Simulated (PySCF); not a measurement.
## Nuclear quadrupole coupling in `Cc1cccc(C(=O)F)c1`

Species: C₈H₇FO.
Z-matrix (Å and degrees, PBE0-D3(BJ)/def2-SVP geometry), rows numbered from 1:
```
C 
C   1  1.5007
C   2  1.4031  1  120.66
C   3  1.3925  2  121.36  1   179.55
C   4  1.3920  3  120.30  2     0.06
C   5  1.3975  4  119.01  3    -0.01
C   6  1.4764  5  121.85  4   179.89
O   7  1.1866  6  127.46  5   178.94
F   7  1.3429  6  112.25  5    -1.03
C   2  1.3940  1  121.38  3   179.55
H   1  1.1008  2  111.25  3    51.02
H   1  1.0985  2  111.48  3   171.75
H   1  1.1018  2  110.98  3   -68.12
H   3  1.0939  2  119.19  1    -0.55
H   4  1.0923  3  119.84  2   179.97
H   5  1.0904  4  121.08  3   179.88
H  10  1.0927  2  120.75  1     0.57
```

Field gradients from the PBE0/pcSseg-1 density (PySCF, non-relativistic), principal values in atomic units, ordered |Vxx| ≤ |Vyy| ≤ |Vzz|:

| atom | Vxx | Vyy | Vzz |
| --- | --- | --- | --- |
| O8 | 0.5196 | 1.0420 | -1.5615 |

Task: Find the asymmetry η = (Vxx − Vyy)/Vzz and the couplings χ = eQV/h (234.96 MHz × Q in barn × V in au), with Q(17O) = −0.0256 b.

Result: 
```
atom      environment  nucleus     η  χzz (MHz)  χxx (MHz)  χyy (MHz)
  O8  carbonyl oxygen      17O  0.33       9.39      -3.13      -6.27
```

Task: What is Vzz at O8 in SI units (1 au = 9.71736 × 10²¹ V/m²)?

Result: -1.5615 au = -15.174 × 10²¹ V/m².

Task: And the gradient at the other heavy atoms, for which no coupling is worked out here?

Result: 
```tsv
atom	environment	Vzz (au)	η
C1	benzylic-type carbon	0.074	0.28
C2	substituted aromatic carbon	0.328	0.23
C3	aromatic CH carbon	0.338	0.19
C4	aromatic CH carbon	0.320	0.13
C5	aromatic CH carbon	0.350	0.12
C6	substituted aromatic carbon	0.210	0.97
C7	acyl halide carbon	-0.501	0.32
F9	acyl fluorine	2.510	0.34
C10	aromatic CH carbon	0.343	0.08
```

Task: What couplings would deuterons (Q(2H) = 0.00286 b) have in place of the hydrogens, at this geometry?

Result: 
```csv
atom,bonded to,bond length (Å),Vzz (au),η,χzz (kHz)
H11,C1,1.101,0.2901,0.03,195
H12,C1,1.098,0.2928,0.04,197
H13,C1,1.102,0.2889,0.02,194
H14,C3,1.094,0.2994,0.06,201
H15,C4,1.092,0.3029,0.07,204
H16,C5,1.090,0.3023,0.06,203
H17,C10,1.093,0.2965,0.06,199
```

One conformer (not necessarily the lowest) at the PBE0-D3(BJ)/def2-SVP geometry, without solvent, vibrations or thermal averaging. The small basis limits the accuracy of the gradients.
